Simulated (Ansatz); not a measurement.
Frontier orbitals of `C[SiH]1SS1`.

Cartesian coordinates in Å:
```
C 0.2995 0.8816 0.6505
Si -0.1376 -0.3522 -0.6567
S -1.6724 -1.7407 -0.3038
S 0.3830 -2.3698 -0.3979
H 1.3245 1.2347 0.5115
H -0.3676 1.7457 0.5946
H 0.2099 0.4248 1.6368
H -0.0391 0.1760 -2.0349
```

Total charge 0; spin multiplicity 1. The geometry is a stationary point of PBE0-D4/def2-TZVP. Basis def2-TZVPP, Ansatz 0.2.0.

| functional | HOMO (eV) | LUMO (eV) | gap (eV) |
| --- | --- | --- | --- |
| LDA (SPW92) | -5.17 | -2.65 | 2.52 |
| PBE | -5.06 | -2.45 | 2.61 |
| revPBE | -5.01 | -2.37 | 2.64 |
| B97M-V | -5.37 | -2.20 | 3.17 |
| PBE0 | -6.23 | -1.48 | 4.75 |
| HSE06 (plane-wave form) | -5.83 | -1.86 | 3.97 |
| BHLYP | -7.24 | -0.41 | 6.83 |
| ωB97M-V | -8.36 | 0.61 | 8.97 |

Against PBE, PBE0 changes HOMO and LUMO by −1.17 and +0.97 eV, ωB97M-V by −3.30 and +3.06 eV. A gap of 2.61 eV thus becomes 8.97 eV for the same molecule, so an orbital gap means little without its functional. A positive LUMO is unbound and depends on the basis.
